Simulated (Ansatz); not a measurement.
A run on `B[SiH](F)[SiH2][SiH3]` with other settings.

```yaml
crystal:
  periodic: [false, false, false]
  atoms:
    - {symbol: B, position_ang: [0.561042, -0.811469, 2.098483]}
    - {symbol: Si, position_ang: [-0.187394, 0.905790, 1.433051]}
    - {symbol: F, position_ang: [-1.787653, 1.032534, 1.585941]}
    - {symbol: Si, position_ang: [0.340335, 1.001598, -0.862927]}
    - {symbol: Si, position_ang: [-0.506427, -0.889135, -1.946141]}
    - {symbol: H, position_ang: [1.751473, -0.935846, 2.114123]}
    - {symbol: H, position_ang: [-0.106260, -1.752119, 2.408908]}
    - {symbol: H, position_ang: [0.410599, 2.079490, 2.130840]}
    - {symbol: H, position_ang: [1.825376, 1.026477, -0.986549]}
    - {symbol: H, position_ang: [-0.209653, 2.249152, -1.462809]}
    - {symbol: H, position_ang: [0.048296, -2.102537, -1.284054]}
    - {symbol: H, position_ang: [-1.987864, -0.922845, -1.829262]}
    - {symbol: H, position_ang: [-0.131471, -0.915891, -3.384904]}
basis:
  gaussian: {orbitals: def2-TZVPP, nuclear_model: gaussian}
total_charge: -1
magnetization: {spin_polarized: true, initial_magnetization: 1}
hamiltonian: {xc: {name: B97}}
accuracy: high
output: {forces: true}
```

```sh
$ ansatz run in.yaml --threads 4 --pin off --events-out ev --progress --plain --max-ram 10444MiB
```

It prints (some lines left out):

```
Functional definition: B97
5222 factors; integrals over basis functions are off by at most 1.5e-7 eV
mean field evaluation 1: about -27151.4994 eV, gradient 2.4e1 eV
mean field evaluation 2: about -27144.1430 eV, gradient 3.4e1 eV
mean field evaluation 4: about -27155.5798 eV, gradient 2.6e0 eV
mean field evaluation 8: about -27155.7397 eV, gradient 3.7e-1 eV
mean field evaluation 16: about -27155.7404 eV, gradient 8.4e-4 eV
mean field evaluation 32: about -27155.7404 eV, gradient 3.4e-8 eV
mean field -27155.74043960 eV, -997.9550543333 hartree, gradient 3.4e-8 eV, S^2 0.753191; 0 other end points of the search recorded, 0 dependent functions left out
reference -27155.74044307 eV, -997.9550544607 hartree; 33, 32 occupied and 267, 268 virtual orbitals, 5222 factors
Total energy: -27155.74044307 eV, -997.9550544607 hartree
Atom 0 at     0.561042    -0.811469     2.098483 Å, force    -0.294089     0.564655    -0.152608 eV/Å
Atom 1 at    -0.187394     0.905790     1.433051 Å, force     1.358151    -1.803778     0.689030 eV/Å
Atom 2 at    -1.787653     1.032534     1.585941 Å, force    -0.976947     0.381615    -0.055049 eV/Å
Atom 3 at     0.340335     1.001598    -0.862927 Å, force    -0.282686     0.342023     0.554869 eV/Å
Atom 4 at    -0.506427    -0.889135    -1.946141 Å, force     0.244259     0.090170     0.344091 eV/Å
Atom 5 at     1.751473    -0.935846     2.114123 Å, force     0.330346     0.031830     0.041548 eV/Å
Atom 6 at    -0.106260    -1.752119     2.408908 Å, force    -0.225570    -0.225046     0.000124 eV/Å
Atom 7 at     0.410599     2.079490     2.130840 Å, force    -0.041161     0.571659    -0.187506 eV/Å
Atom 8 at     1.825376     1.026477    -0.986549 Å, force     0.058265     0.029665    -0.154747 eV/Å
Atom 9 at    -0.209653     2.249152    -1.462809 Å, force     0.072603     0.210322    -0.602485 eV/Å
Atom 10 at     0.048296    -2.102537    -1.284054 Å, force    -0.068527    -0.037468    -0.164222 eV/Å
Atom 11 at    -1.987864    -0.922845    -1.829262 Å, force    -0.095108    -0.054743    -0.114241 eV/Å
Atom 12 at    -0.131471    -0.915891    -3.384904 Å, force    -0.079536    -0.100905    -0.198805 eV/Å
Dipole moment:    -0.333829     0.455174    -1.141638 e Å
```

Hardware: 4 threads of an Intel Xeon Platinum 8559C on a shared host. Wall time 57 s, peak host memory 3.8 GiB.
